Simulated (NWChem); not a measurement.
Species: C3H2Cl2; SMILES ClC=C=CCl

```xyz
7

Cl     2.4940    -0.0978     0.3892
C      1.2129     0.4871    -0.6177
C      0.0000     0.0000    -0.6035
C     -1.2129    -0.4871    -0.6177
Cl    -2.4940     0.0978     0.3892
H      1.5124     1.3098    -1.2746
H     -1.5124    -1.3098    -1.2746
```
Atoms are numbered in this order, from 1.

Results from NWChem. Structure relaxed at the PBE0/def2-SVP level. Level: PBE/def2-SVP with COSMO at NWChem's default radii, gas-phase geometry; rows give the dielectric constant.

```json
[
 {"dielectric constant": "2.0", "electrostatic solvation energy (kcal/mol)": "-1.1", "dipole in solution (D)": "1.38"},
 {"dielectric constant": "3.9", "electrostatic solvation energy (kcal/mol)": "…", "dipole in solution (D)": "…"},
 {"dielectric constant": "11.7", "electrostatic solvation energy (kcal/mol)": "-2.1", "dipole in solution (D)": "1.55"},
 {"dielectric constant": "20.7", "electrostatic solvation energy (kcal/mol)": "-2.2", "dipole in solution (D)": "1.57"},
 {"dielectric constant": "46.7", "electrostatic solvation energy (kcal/mol)": "-2.3", "dipole in solution (D)": "1.58"}
]
```

Complete the blanks.


- 3.9, electrostatic solvation energy (kcal/mol): -1.7
- 3.9, dipole in solution (D): 1.48
